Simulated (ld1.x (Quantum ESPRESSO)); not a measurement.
## Before and after: TM potential for hydrogen (H)

ld1.x (Quantum ESPRESSO) 7.5 input, shortened:

```
&input
   title='H', zed=1., rel=0, dft='REVPBE', iswitch=3,
   config='1s1'
 /
 &inputp
   pseudotype=2, tm=.true., lloc=-1, rcloc=0.95,
   nlcc=.false.
 /
1
1S  1  0   1.00   0.00  1.20  1.20  0.0
 &test
   configts(1)='1s1'
 /
```

Change: wave 1s (bound): rc 1.20 bohr becomes 1s (bound): rc 1.54 bohr.

Cutoffs: the cutoffs (Ry, on a coarse ladder) from which the occupation-weighted sum of valence levels, in a spherical-Bessel basis at the reference potential, stays within 10 and 1 mRy of its value at 400 Ry; they do not see the model core or the augmentation charge, which bear on the density cutoff. Errors are all-electron minus pseudo energies relative to the spin-unpolarised reference configuration.

Task: How do hardness, ghosts and transferability respond?

Result: The potential gets softer (21 Ry and 40 Ry → 18 Ry and 30 Ry); neither file shows a bound ghost. A larger radius leaves more room for a smooth pseudo-wave, so fewer plane waves are needed.

```csv
quantity,base,changed
"cutoff, loose",21 Ry,18 Ry
"cutoff, tight",40 Ry,30 Ry
bound ghosts,none,none
"error for 1s0.5, meV [ΔE 4.81 eV]",+1.4,+4.1
```
